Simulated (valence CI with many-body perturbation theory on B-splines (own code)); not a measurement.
## Cd IX: what the settings do

Calculated by relativistic CI+MBPT: four valence electrons over a frozen Dirac-Fock core [Kr], a basis of 6 s, 6 p, 5 d, 5 f, 1 g functions for each j, with the one-electron correlation potential Σ1, the two-electron term Σ2, the three-electron term Σ3, Breit, model QED; selected CI, second order for the rest, scaled by the run's own slope (own B-spline code, finite nucleus).

No measured spectrum was set against this ion. As an estimate, terms of the open shell hold to 2 to 4 % of their energy, and close levels can change places; different configurations can be misplaced against each other by 1,000 to 8,000 cm⁻¹. Only levels of the ground parity were solved; by the run's estimate the other parity begins above the list, which can be wrong where configurations are misplaced.

The reference run has the lowest level 4d4 5D_0 and an ionisation energy of 151.244 eV. Its largest variational space holds 9950 state functions.

Names give the largest LS component (configuration and term), which can be under half, so a name can repeat, a term be missing and a line seem to break the LS rules; names also repeat where a configuration has a term twice.

Changed runs:
A. highest l in the core sums 6 → 5
B. correlating orbitals by l 3 3 3 3 1 → 4 4 3 0 0
C. scale of Σ1 1 → 1.1
D. box radius (bohr) 12.734 → 1.72 (bad on purpose)

Excitation energies of the reference run in cm⁻¹, and shifts in cm⁻¹:

```tsv
Level	Reference	A	B	C	D
4d4 5D_1	1721	+2.3	-62	+10	+612
4d4 5D_2	4040	+4.5	-94	+20	+1303
4d4 5D_3	6531	+6.1	-89	+28	+1973
4d4 5D_4	9057	+7.1	-54	+34	+2592
4d4 3P_0	23761	-3.8	+1088	+11	+4903
4d4 3H_4	24753	-1.3	+927	+19	+5006
4d4 3H_5	28267	+2.3	+882	+35	+6048
4d4 3G_3	29426	-0.9	+1060	+26	+5857
4d4 3P_1	29897	+0.3	+1148	+31	+6477
4d4 3H_6	30474	+3.5	+902	+41	+6665
4d4 3F_2	31006	-0.4	+1150	+29	+6484
4d4 3F_4	32707	+3.4	+984	+44	+7093
Ionisation energy (eV)	151.244	+0.048	-0.108	+0.183	-19.147
```
